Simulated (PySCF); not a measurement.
Cs³³⁺: ionisation energy

Cs³³⁺ [Ar] 3d4 [3d3/2^4, M_J = 0] → Cs³⁴⁺ [Ar] 3d3 [3d3/2^3, M_J = 3/2], as a difference of total energies. Calculation: PySCF 2.14, in an even-tempered Gaussian basis (16 s from 5.9 bohr⁻², ratio 2.8; 12 p from 7.6 bohr⁻², ratio 2.8; 8 d from 7.6 bohr⁻², ratio 2.8; 3 f from 26 bohr⁻², ratio 3); the two-component X2C-1e Hamiltonian. Correlated levels: [Ne] frozen; the 74 highest virtual spinors dropped. "Screened" scales the spin-orbit matrix elements by Boettger's factors to mimic the two-electron term; Breit and QED terms are absent.

| method | ionisation energy (eV) |
| --- | --- |
| GHF (spin-free) | 2133.2 |
| GMP2 (spin-free) | 2133.4 |
| GHF (screened spin-orbit) | 2136.7 |
| GMP2 (screened spin-orbit) | 2137.9 |

Breit and QED terms and the two-electron picture change are absent.

The spin-free rows relax to the high-spin LS determinant and lack the spin-orbit shift.

The labels give the starting determinants; with spin-orbit coupling the two ends relaxed to ⟨J²⟩ = 0.00, ⟨L²⟩ = 2.42, ⟨S²⟩ = 2.42 and ⟨J²⟩ = 4.06, ⟨L²⟩ = 9.12, ⟨S²⟩ = 2.48.

The determinant of Cs³⁴⁺ mixes levels of different J (the jj label is only the starting occupation), so the difference between spin-free and spin-orbit rows is not the physical spin-orbit shift.

For comparison: 2137 ± 5 eV (theoretical estimate listed by NIST; NIST Atomic Spectra Database, ionization energies).
